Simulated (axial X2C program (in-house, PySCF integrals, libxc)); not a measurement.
# Low determinants of CaF at the PBE0 level, with spin–orbit coupling

All values were computed with an in-house all-electron X2C program for linear molecules (integrals from PySCF). Two-component (2c) means X2C with spin–orbit coupling and atomic mean-field two-electron Coulomb and Gaunt terms. Basis: Ca dyall-cv3z [11s12p6d4f], F dyall-av3z [7s6p3d2f] (cores contracted in-house); Gaussian nuclei, density fitting, unrestricted open shells. Masses: Ca 39.963 u, F 18.998 u.

Search at 1.941 Å (vertical energies from the lowest determinant):

```tsv
ΔE (eV)	state	electrons beyond evenly filled partner blocks	electrons in ±ω = 1/2, 3/2, 5/2, 7/2
0.00	Ω = 1/2	ω = 1/2	23 6 0 0
1.90	Ω = 3/2	ω = 3/2	22 7 0 0
2.78	Ω = 5/2	ω = 5/2	22 6 1 0
7.14	Ω = 3/2	ω = 3/2	24 5 0 0
8.57	Ω = 7/2	ω = 1/2, 2 × ω = 3/2	23 6 0 0
```

Lowest determinant, Ω = 1/2 (⟨Sz⟩ = 0.50, ⟨Lz⟩ = 0.00 at PBE0): Re = 1.938 Å, ωe = 595.5 cm⁻¹.

The determinant in row 2 of the search, Ω = 3/2 (⟨Sz⟩ = 0.50, ⟨Lz⟩ = 1.00 at PBE0), was followed along the bond at PBE0; measured from the minimum of the lowest determinant it gives:

Te = 1.900 eV (15328 cm⁻¹), Re = 1.929 Å, ωe = 590.8 cm⁻¹.

Task: Compare the bond of the determinant in row 2 with that of the lowest one.

Result: At PBE0 its Re is 0.009 Å shorter and its force constant, which goes as ωe², is 0.98 times that of the lowest determinant. T0 ≈ Te + Δωe/2 = 15328 + (-2) = 15326 cm⁻¹.

The search compares states at one distance, so a state with another bond length can lie lower; it is not exhaustive and yields mostly the lowest determinant of each block pattern, so other components and higher states of one pattern are missing. These are energies of single determinants, not of spin-adapted states; PBE0 term energies can be off by some tenths of an eV, and the functional has no current term.
